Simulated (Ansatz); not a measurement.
Computed with Ansatz on PBE0-D4/def2-TZVP structures; ΔE is electronic, products minus reactants. CBS: MP2 limit from def2 TZ/QZ plus the TZ coupled-cluster correction, frozen cores. DFT in def2-TZVPP. For Ge outer-core shells are correlated without core-valence functions, which leaves a few kJ/mol of doubt a bond. Scalar relativity is left out up to krypton.

Reaction (germylene loss): `[SiH3][SiH2][GeH3]` → disilane + `[GeH2]`

`[SiH3][SiH2][GeH3]`:

```xyz
11

Si    0.910    0.539    1.662
Si   -0.919    0.284    0.230
Ge   -0.239   -0.738   -1.809
H     0.508    1.176    2.945
H     1.943    1.388    1.009
H     1.506   -0.792    1.955
H    -1.522    1.614   -0.064
H    -1.958   -0.562    0.881
H     0.375   -2.120   -1.531
H     0.823    0.129   -2.508
H    -1.428   -0.917   -2.768
```

`[SiH3][SiH3]`:

Z-matrix (Å, degrees):
```
Si
Si 1 2.338
H 1 1.488 2 110.3
H 1 1.488 2 110.3 3 120.0
H 1 1.488 2 110.3 3 -120.0
H 2 1.488 1 110.3 3 59.9
H 2 1.488 1 110.3 3 179.9
H 2 1.488 1 110.3 3 -60.1
```

`[GeH2]`:

```xyz
3

Ge    0.178   -0.131    0.714
H     0.945   -0.272   -0.677
H    -1.123    0.403   -0.037
```

CCSD(T)/CBS gives +2.00 eV.

Q: Another level gave +2.13 eV. Which?
A. BLYP/def2-TZVPP
B. CCSD(T)/def2-TZVPP
C. PBE0-D4/def2-TZVPP
D. ωB97M-V/def2-TZVPP

A: C. PBE0-D4 2.13, ωB97M-V 1.89, CCSD(T)/def2-TZVPP 2.02, BLYP 1.55 eV.

Largest T1 diagnostic among the species: 0.013.

At CCSD(T), def2-SVP lies −0.12 eV from the extrapolated value and def2-TZVPP +0.02 eV. In def2-TZVPP, CCSD(T) changes the Hartree–Fock value by +0.43 eV (the triples alone add +0.06 eV) and MP2 by +0.58 eV. From BLYP to BHLYP (50 % exact exchange), in def2-TZVPP and without D4, ΔE moves by +0.24 eV.
